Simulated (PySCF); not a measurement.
Stepwise substitution at one centre (Sn OCH3-SiH3). Isolated molecules, 0 K electronic values unless said otherwise. One relaxed conformer stands for each flexible species; it need not be the lowest. Strings in code marks are SMILES. In the def2 sets, heavy atoms carry core potentials. All members: neutral, multiplicity 1. Level: PBE0-D4/def2-TZVP // PBE0-D4/def2-SVP (PySCF), beside PBE-D3(BJ)/def2-TZVP // PBE0-D4/def2-SVP (PySCF) at the same geometries.  Orbital energies are measured against the vacuum level.

| species | LUMO, PBE (eV) | LUMO, PBE0-D4 (eV) |
|---|---|---|
| `C[O][Sn]([O]C)([O]C)[O]C` | -2.65 | -1.65 |
| `C[O][Sn]([SiH3])([O]C)[O]C` | -1.96 | -1.03 |
| `C[O][Sn]([SiH3])([SiH3])[SiH3]` (C–O–Sn–Si torsion 61°) | -1.90 | -1.13 |
| `C[O][Sn]([SiH3])([SiH3])[O]C` (C–O–Sn–Si torsion 45°, Si–Sn–O–C torsion -179°) | -1.64 | -0.90 |
| `[SiH3][Sn]([SiH3])([SiH3])[SiH3]` | -1.32 | withheld |

Question: Fit y = a + b·x, y being the LUMO at the first level, to the 4 complete rows by least squares, with x = the PBE value in eV. Give a, b and the rms residual, and predict the withheld value.

Answer: Means of the 4 rows: x̄ = -2.0375, ȳ = -1.1775 eV. Σ(x − x̄)² = 0.55808 and Σ(x − x̄)(y − ȳ) = 0.41767, so b = 0.748 and a = ȳ − b·x̄ = 0.347 eV. The rms residual is 0.054 eV. At x = -1.32 the line gives -0.64 eV, outside the range of the fitted rows. The run for `[SiH3][Sn]([SiH3])([SiH3])[SiH3]` gave -0.48 eV, so the line is off by 0.16 eV, more than twice the rms residual.

Codes: PySCF.
